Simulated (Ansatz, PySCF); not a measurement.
This Ansatz (a quantum-chemistry and plane-wave program) input computes a BLYP/def2-TZVPD energy:

Ansatz 0.2 input:
```yaml
crystal:
  periodic: [false, false, false]
  atoms:
    - {symbol: Si, position_ang: [0.01529876, 0.01273124, 0.57681924]}
    - {symbol: F, position_ang: [1.02401244, -0.69021782, -0.46109671]}
    - {symbol: F, position_ang: [-1.04781051, 0.67041367, -0.43617766]}
basis:
  gaussian:
    orbitals: def2-TZVPD
hamiltonian:
  xc: {name: BLYP}
output: {forces: true}
```

Write an input for the same energy in PySCF and say what it gives.


```python
from pyscf import gto, scf, dft

mol = gto.M(
    atom='''
    Si    0.01529876    0.01273124    0.57681924
    F     1.02401244   -0.69021782   -0.46109671
    F    -1.04781051    0.67041367   -0.43617766
    ''',
    basis='def2-tzvpd',
    charge=0,
    spin=0,
    verbose=4,
)

mf = dft.RKS(mol, xc='blyp').density_fit(auxbasis='def2-universal-jkfit')
mf.grids.level = 3
mf.conv_tol = 1e-9
mf.max_cycle = 100
mf.max_memory = 1500
mf.kernel()
if not mf.converged:
    mf = mf.newton()
    mf.kernel(mf.make_rdm1())
mf.analyze()
```
It gives -489.37541 Eh, and Ansatz -489.37533 Eh, a difference of 0.08 mEh, from the treatment of integrals and grids.
